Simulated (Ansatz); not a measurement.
(ZnO)2 ring (Zn₂O₂). Total charge 0; singlet. Geometry r2SCAN-D4/def2-SVP; atoms count from 1.

Cartesian coordinates in Å:
```
Zn -1.089 -0.266 -0.246
O -0.419 1.378 0.363
Zn 1.089 0.266 0.246
O 0.419 -1.378 -0.363
```

Q: Estimate the Mulliken populations from the PBE0/def2-TZVP orbitals of Ansatz.

A: 
| atom | charge (e) | d electrons |
| --- | --- | --- |
| Zn1 | 0.67 | 10.05 |
| O2 | -0.67 | – |
| Zn3 | 0.67 | 10.05 |
| O4 | -0.67 | – |
Mulliken values and Mayer orders depend strongly on the basis.

Q: And the Mayer bond orders between bonded heavy atoms (over 0.3)?

A: Zn1–O2 0.93 (1.88 Å); Zn1–O4 0.93 (1.88 Å); O2–Zn3 0.93 (1.88 Å); Zn3–O4 0.93 (1.88 Å).
